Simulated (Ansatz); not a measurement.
Basis sets compared for GeClH3 (GeH₃Cl). Charge 0, multiplicity 1. Geometry PBE-D4/def2-TZVP. Ansatz on 4 threads of Intel Xeon on a shared host; times are rough, and most runs start from earlier orbitals.

```tsv
atom	x (Å)	y (Å)	z (Å)
Ge1	0.056	-0.085	0.125
Cl2	-0.701	1.061	-1.558
H3	0.692	-1.369	-0.448
H4	-1.147	-0.403	1.037
H5	1.100	0.796	0.844
```

The 6-31G sets use Cartesian d functions.

Binding counts from free atoms (Ge triplet, Cl doublet, H doublet) in the same basis, without a counterpoise term.

| level | functions | energy (Eh) | HOMO (eV) | LUMO (eV) | binding per atom (eV) | wall time |
| --- | --- | --- | --- | --- | --- | --- |
| HF/6-31G | 48 | -2536.2486 | -12.02 | 2.22 | 1.75 | 1.6 s |
| PBE-D4/def2-SVP | 65 | -2538.1131 | -7.15 | -1.05 | 2.61 | 1.7 s |
| PBE0-D4/def2-SVP | 65 | -2538.2123 | -8.59 | -0.15 | 2.60 | 3 s |

Question: Estimate the rows for HF/def2-TZVP, PBE-D4/def2-TZVP (with forces), PBE0-D4/def2-TZVP.

Answer: 
```tsv
level	functions	energy (Eh)	HOMO (eV)	LUMO (eV)	binding per atom (eV)	wall time
HF/def2-TZVP	103	-2536.6621	-12.04	3.00	1.99	2.2 s
PBE-D4/def2-TZVP (with forces)	103	-2538.5395	-7.38	-1.31	2.62	2.6 s
PBE0-D4/def2-TZVP	103	-2538.6352	-8.77	-0.39	2.61	5.5 s
```
